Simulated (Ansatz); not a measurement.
Cl5Sb (SMILES [Cl][Sb]([Cl])([Cl])([Cl])[Cl]), singlet, geometry from GFN2-xTB (all electrons, no relativity); Ansatz (a quantum-chemistry and plane-wave program) with HF/STO-3G.

The Ansatz input:
Ansatz 0.2 input:
```yaml
crystal:
  periodic: [false, false, false]
  atoms:
    - {symbol: Sb, position_ang: [-0.00000000, 0.00000000, -0.00000000]}
    - {symbol: Cl, position_ang: [1.96949773, -0.36395964, -1.23270781]}
    - {symbol: Cl, position_ang: [1.00843566, -1.01938883, 1.91215478]}
    - {symbol: Cl, position_ang: [-1.00843566, 1.01938883, -1.91215478]}
    - {symbol: Cl, position_ang: [-1.69224415, -1.63303023, 0.02187406]}
    - {symbol: Cl, position_ang: [-0.27725357, 1.99698987, 1.21083376]}
basis:
  gaussian:
    orbitals: STO-3G
hamiltonian:
  xc: hf
```

Write the output that Ansatz gives for this input, abridged.


```
Functional definition: HF
774 factors; integrals over basis functions are off by at most 2.1e-5 eV
mean field evaluation 1: about -231956.7666 eV, gradient 2.8e1 eV
mean field evaluation 2: about -231956.8329 eV, gradient 2.8e1 eV
mean field evaluation 4: about -231961.6535 eV, gradient 7.6e-1 eV
mean field evaluation 8: about -231961.6571 eV, gradient 5.2e-6 eV
mean field -231961.65706475 eV, -8524.4336678712 hartree, gradient 3.4e-5 eV, S^2 0.000000; 0 other end points of the search recorded, 0 dependent functions left out
reference -231961.65706475 eV, -8524.4336678712 hartree; 68, 68 occupied and 4, 4 virtual orbitals, 774 factors
Total energy: -231961.65706475 eV, -8524.4336678712 hartree
```
